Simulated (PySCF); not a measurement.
Ga2(mu-F)2(Me)4, C4H12F2Ga2, singlet (GFN2-xTB optimised geometry):

```
20

Ga    -0.488     2.062    -1.959
Ga     0.432    -0.390     0.000
F     -0.033     0.053    -1.958
C     -2.519     2.073    -1.959
H     -2.877     2.268    -0.946
H     -2.882     1.094    -2.275
H     -2.929     2.831    -2.627
C      1.232     2.898    -2.637
H      1.284     3.960    -2.392
H      1.325     2.787    -3.719
H      2.067     2.384    -2.157
F     -0.028     1.618     0.000
C     -1.283    -1.238     0.676
H     -1.328    -1.234     1.766
H     -1.377    -2.268     0.329
H     -2.121    -0.657     0.286
C      2.463    -0.390     0.000
H      2.823     0.556     0.409
H      2.820    -0.484    -1.027
H      2.877    -1.207     0.591
```

Computed with CAM-B3LYP/def2-SVP (PySCF).

**Question.** What are the frontier orbital energies and the dipole moment?

**Answer.** HOMO-2 -10.36 eV, HOMO-1 -9.22 eV, HOMO -8.99 eV, LUMO 1.18 eV, LUMO+1 1.28 eV; dipole moment 0.01 D.

On the same geometry PBE/def2-SVP in PySCF gives HOMO-2 -7.51 eV, HOMO-1 -6.67 eV, HOMO -6.39 eV, LUMO -0.58 eV, LUMO+1 -0.46 eV; dipole moment 0.00 D.

Meta-Löwdin charges at CAM-B3LYP/def2-SVP: Ga1 0.77, Ga2 0.77, F3 -0.47, C4 -0.49, H5 0.12, H6 0.12, H7 0.11, C8 -0.49, H9 0.11, H10 0.11, H11 0.12, F12 -0.47, C13 -0.49, H14 0.11, H15 0.11, H16 0.12, C17 -0.49, H18 0.12, H19 0.12, H20 0.11.
